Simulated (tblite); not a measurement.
C4H7F2OS (doublet state).
Geometry (GFN2-xTB, Å), atoms numbered from 1 in this order:
```xyz
15
C4H7F2OS angstrom
C      2.798    0.013    0.176
C      1.459   -0.596    0.126
O      0.384    0.296    0.087
C     -0.839   -0.205    0.321
F     -1.138   -1.207   -0.572
F     -0.891   -0.837    1.530
C     -1.873    0.907    0.231
S     -3.571    0.327    0.534
H      2.788    0.967   -0.346
H      3.527   -0.652   -0.283
H      3.125    0.198    1.208
H      1.253   -1.599    0.453
H     -1.653    1.647    0.999
H     -1.802    1.363   -0.756
H     -3.571   -0.615   -0.407
```

All values are computed: GFN2-xTB (tblite) harmonic vibrations without scaling, gas phase. This tight-binding method is rough: wavenumbers can miss measured ones by several per cent, in bad cases by 10 to 20. Modes of hydrogen on sulfur can be 10 to 20 % off. One conformer, not necessarily the lowest. Open shells enter through the occupations alone, without spin polarisation, and single modes of such species can be off by tens of per cent.

Harmonic wavenumbers (cm⁻¹): 40.5, 63.6, 84.8, 101.7, 135.7, 203.8, 208.7, 311.6, 325.5, 338.8, 402.1, 487.7, 492.1, 647.3, 733.6, 782.8, 813.6, 875.9, 940.4, 985.6, 1004.9, 1103.6, 1121.9, 1142.6, 1163.6, 1199.0, 1241.6, 1302.3, 1387.4, 1404.0, 1444.3, 1458.5, 2441.2, 2878.3, 2992.2, 3017.8, 3025.9, 3042.0, 3120.9.

A = 4582, B = 821.8, C = 803.7 MHz; mass 141.019 u (most abundant isotopes); point group C1, symmetry number 1; spin multiplicity 2.

What is the zero-point energy?

Half the sum of the wavenumbers: 22234 cm⁻¹ = 63.57 kcal/mol.

Give the ideal-gas entropy at 298.15 K and 1 bar in the rigid-rotor, harmonic-oscillator model (classical rotation).

Translation 40.77, rotation 29.05, vibration 31.88, spin (R ln 2) 1.38: S = 103.1 cal/(mol K).

And Cp and H(298.15 K) − H(0)?

Cp = 36.97 cal/(mol K), of which vibrations give 29.02 (their classical limit is 39 R = 77.5); H(298.15 K) − H(0) = 7.14 kcal/mol without the zero-point energy, 4.77 from vibrations.

Which modes carry the vibrational entropy at 298.15 K?

40.5 cm⁻¹: 5.23; 63.6 cm⁻¹: 4.34; 84.8 cm⁻¹: 3.78; 101.7 cm⁻¹: 3.42; 135.7 cm⁻¹: 2.86; 203.8 cm⁻¹: 2.10 cal/(mol K); the other 33 give 10.15 together.

Blend soft modes into free rotors: weight 1/[1 + (100 cm⁻¹/ν̃)⁴] for the oscillator and the rest for a rotor with moment μB/(μ + B), μ = h/(8π²ν), B = 10⁻⁴⁴ kg m². What vibrational entropy results?

28.72 cal/(mol K) in place of 31.88, which changes −T·S at 298.15 K by +0.94 kcal/mol.

What must be added to the electronic energy to get the Gibbs energy at 298.15 K and 1 bar?

ZPE + [H(298.15 K) − H(0)] − T·S = 63.57 + 7.14 − 30.73 = 39.98 kcal/mol.

How do the functions run with temperature in this model?

| T (K) | S (cal/(mol K)) | Cp (cal/(mol K)) | H − H(0) (kcal/mol) | G − H(0) (kcal/mol) | ln q(vib) |
| --- | --- | --- | --- | --- | --- |
| 100 | 73.1 | 20.3 | 1.41 | -5.90 | 2.23 |
| 200 | 90.0 | 29.1 | 3.90 | -14.10 | 5.25 |
| 300 | 103.3 | 37.1 | 7.21 | -23.79 | 8.05 |
| 500 | 125.6 | 50.6 | 16.06 | -46.75 | 13.16 |
| 800 | 152.3 | 62.8 | 33.25 | -88.62 | 19.97 |
| 1000 | 166.9 | 67.9 | 46.35 | -120.58 | 24.01 |

q(vib) and H(0) count from the zero-point level.

Hindered rotation and anharmonicity are outside this model. Other conformers, if any are populated, would add a mixing term that is left out. The structure is chiral; the term R ln 2 for an equal mix with its mirror image is left out.

On an Arm Neoverse V1 with one thread, no GPU, shared host with 32 logical CPUs at a one-minute load of 17, this took 0.48 s wall. This covers the Hessian and the dipole derivatives.
